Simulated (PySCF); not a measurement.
HfOF, SMILES [O]=[Hf][F] (connectivity only; charge and spin as stated), neutral, multiplicity 2.

Geometry optimised at PBE0-D3(BJ)/def2-TZVP. The multiplicity is an assumed one; other spin states were not compared. The def2 effective core potentials stand for the cores of Hf; spin–orbit coupling is left out.

Level of theory: PySCF with PBE0-D3(BJ)/def2-TZVP.

Frequencies are harmonic and unscaled.

```tsv
mode	ν (cm⁻¹)	IR (km/mol)	moving atoms (share of kinetic energy)
1	217	15.7	O 53 %, F 38 %, Hf 9 %
2	633	96.2	F 89 %, Hf 10 %
3	960	146.2	O 91 %, Hf 8 %
```
